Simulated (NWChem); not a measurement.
# SnNH$_{5}$O$_{3}$; SMILES [NH2][Sn]([OH])([OH])[OH]

```xyz
10

N      1.4058     1.4560     0.0908
Sn     0.0055     0.0098     0.0086
O      0.0222    -1.2658     1.5144
O     -1.7029     0.9886    -0.0936
O      0.2397    -1.1959    -1.5396
H      0.9878     2.3541     0.3312
H      2.1296     1.2519     0.7780
H      0.1394    -2.1650     1.1821
H     -2.4614     0.3934    -0.1115
H      0.6152    -0.7290    -2.2958
```
Atoms are numbered in this order, from 1.

Computed with NWChem. All runs use the structure optimised with PBE0/def2-SVP. Not confirmed as a minimum by frequencies. def2 effective core potentials on Sn; no spin-orbit coupling. B3LYP is NWChem's, with the RPA form of VWN correlation. Total energies of different functionals are on different scales.

```
level                                                               energy (Ha)  highest occupied level (eV)  orbital gap (eV)  dipole (D)
------------------------------------------------------------------  -----------  ---------------------------  ----------------  ----------
B3LYP/def2-SVP                                                        -497.6142                        -7.43              6.10        0.78
PBE/def2-SVP                                                          -497.2400                        -6.13              4.19        0.74
LC-wPBE (HJS exchange hole, range parameter 0.4 per bohr)/def2-SVP    -497.4062                       -10.65             12.02        0.73
RPBE/def2-SVP                                                         -497.5867                        -6.09              4.22        0.74
LC-BLYP (range parameter 0.33 per bohr)/def2-SVP                      -496.7822                          [?]               [?]        0.73
BHandHLYP/def2-SVP                                                    -497.3216                        -9.23              9.14        0.81
B97-D/def2-SVP                                                        -497.7947                        -6.17              4.23        0.76
```

### Question
Some entries are withheld; supply them.

### Answer

- LC-BLYP (range parameter 0.33 per bohr)/def2-SVP, highest occupied level (eV): -10.01
- LC-BLYP (range parameter 0.33 per bohr)/def2-SVP, orbital gap (eV): 10.92
